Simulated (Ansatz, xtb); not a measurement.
**Two isomers of C4H11PSi**

Structure X: `C1CPCC[SiH2]1`, a singlet. Structure Y: `P[SiH]1CCCC1`, a singlet. Both are isolated molecules in the gas phase, relaxed with r2SCAN-D4/def2-SVP; the shapes shown needn't be the lowest conformers.

X (Å):

```xyz
17

C    -0.3981   -0.7074    0.2796
C     0.4078   -0.1757   -0.9195
C     2.8463   -0.0124    0.5549
C     2.2106   -0.5327    1.8568
P     1.6660    1.1076   -0.3798
Si    0.6997   -1.6235    1.5209
H    -1.2066   -1.3761   -0.0668
H    -0.8958    0.1320    0.8002
H     0.9114   -1.0050   -1.4493
H    -0.2587    0.3124   -1.6526
H     2.4040    1.1499   -1.6050
H     3.7522    0.5810    0.7724
H     3.1635   -0.8541   -0.0876
H     1.8977    0.3192    2.4892
H     2.9534   -1.0975    2.4485
H    -0.0427   -1.9305    2.7828
H     1.1552   -2.9154    0.9107
```

Y (Å):

```xyz
17

C     0.0419    0.6646    0.9598
C     1.5349    0.5442    0.5902
C     2.0989   -0.7215    1.2521
C     1.1794   -1.9116    0.9019
P    -1.6335   -1.5844   -1.0504
Si   -0.5625   -1.1393    0.9041
H    -2.8982   -1.0879   -0.6029
H    -1.9466   -2.9338   -0.6923
H    -1.3845   -1.5178    2.0983
H    -0.5052    1.3598    0.3030
H    -0.0674    1.0447    1.9918
H     2.1057    1.4428    0.8820
H     1.6351    0.4501   -0.5074
H     2.1117   -0.5759    2.3485
H     3.1438   -0.9060    0.9480
H     1.3013   -2.7641    1.5888
H     1.4094   -2.2827   -0.1132
```

Energies in hartree; the thermal terms are from GFN2-xTB frequencies at re-optimised GFN2-xTB minima (ideal gas, soft modes damped towards free rotors, one conformer each, 298.15 K, 1 atm) and include the zero-point energy:

|  | X | Y |
| --- | --- | --- |
| E, CCSD(T)/def2-SVP | −788.136277 | −788.147994 |
| E, MP2/def2-SVP | −788.025011 | −788.036099 |
| E, MP2/def2-TZVPP | −788.600914 | −788.610191 |
| zero-point energy | 0.135479 | 0.136976 |
| H(298 K) − E | 0.144022 | 0.146202 |
| G(298 K) − E | 0.103992 | 0.103865 |

**Question.** Correct the CCSD(T) difference for the basis set by the MP2 change, then work out ΔE, ΔE₀, ΔH and ΔG for X → Y in kcal/mol (1 Eh = 627.51 kcal/mol) and the equilibrium ratio [Y]/[X].

**Answer.** 1. Differences Y − X: CCSD(T) −0.011717, MP2 in the small set −0.011088, MP2 in the large set −0.009277 Eh.
2. ΔE = −0.011717 + (−0.009277 − (−0.011088)) = −0.009906 Eh = −6.22 kcal/mol.
3. ΔE₀ = ΔE + ΔZPE = −0.009906 + (+0.001497) Eh = −5.28 kcal/mol.
4. ΔH = ΔE + (+0.002180) Eh = −4.85 kcal/mol.
5. ΔG = ΔE + (−0.000127) Eh = −6.30 kcal/mol, so ΔS = (ΔH − ΔG)/T = +20.3 J/(mol K).
6. kT = 0.9442 mEh, so K = [Y]/[X] = exp(−ΔG/kT) = exp(+10.63) ≈ 4.1 × 10^4.

Structure Y is favoured at this temperature. An error of 1 kcal/mol in ΔG would change K by a factor of 5.4. Mirror images and further conformers aren't counted.

As drawn, Y has 1 P–Si, 1 C–C, 1 P–H in place of 2 C–P, 1 Si–H. Structure X has a 6-membered ring, Y a 5-membered ring.

Other levels gave ΔE = −4.2 (GFN2-xTB); −2.0 (HF/STO-3G, GFN2-xTB geometries); −7.1 (r2SCAN-D4/def2-SVP//GFN2-xTB); −7.9 (r2SCAN-D4/def2-SVP); −7.1 (HF/def2-SVP); −7.0 (MP2/def2-SVP); −7.4 (CCSD(T)/def2-SVP) kcal/mol. The correlated steps freeze 14 core orbitals. Programs: Ansatz 0.2.0, xtb 6.7.1.
